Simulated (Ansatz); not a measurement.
Mulliken charges of AlH₅OS₂Si, SMILES `[SiH3][O][Al]([SH])[SH]` from B3LYP/def2-TZVPP in Ansatz (PBE0-D4/def2-TZVP geometry).

```json
{"atom": "Si1", "x (Å)": "0.491", "y (Å)": "-1.804", "z (Å)": "-0.213", "charge (e)": "0.347"}
{"atom": "O2", "x (Å)": "-0.028", "y (Å)": "-0.275", "z (Å)": "-0.026", "charge (e)": "-0.288"}
{"atom": "Al3", "x (Å)": "-0.376", "y (Å)": "1.352", "z (Å)": "0.161", "charge (e)": "0.464"}
{"atom": "S4", "x (Å)": "-2.408", "y (Å)": "2.005", "z (Å)": "0.559", "charge (e)": "-0.262"}
{"atom": "S5", "x (Å)": "1.185", "y (Å)": "2.854", "z (Å)": "0.014", "charge (e)": "-0.264"}
{"atom": "H6", "x (Å)": "1.976", "y (Å)": "-1.855", "z (Å)": "-0.141", "charge (e)": "-0.077"}
{"atom": "H7", "x (Å)": "0.055", "y (Å)": "-2.326", "z (Å)": "-1.535", "charge (e)": "-0.075"}
{"atom": "H8", "x (Å)": "-0.073", "y (Å)": "-2.664", "z (Å)": "0.860", "charge (e)": "-0.075"}
{"atom": "H9", "x (Å)": "-2.865", "y (Å)": "0.740", "z (Å)": "0.540", "charge (e)": "0.115"}
{"atom": "H10", "x (Å)": "2.127", "y (Å)": "1.922", "z (Å)": "-0.216", "charge (e)": "0.115"}
```

Task: By hand: the dipole of these point charges (1 e Å = 4.8032 D).

Result: Σ q r = (0.086, -0.375, -0.043) e Å, of length 0.387 e Å = 1.86 D.

Task: How does the dipole of the full density compare? (Estimate.)

Result: Ansatz gave: (0.069, -0.292, -0.034) e Å, 1.45 D; the point charges give 1.28 times that, at 0° from its direction.

Point charges leave out the atoms' own dipoles, such as those of lone pairs, and Mulliken's split depends on the basis, so the two needn't agree.

B3LYP here is the variant with VWN-RPA as its local correlation; programs differ in this.
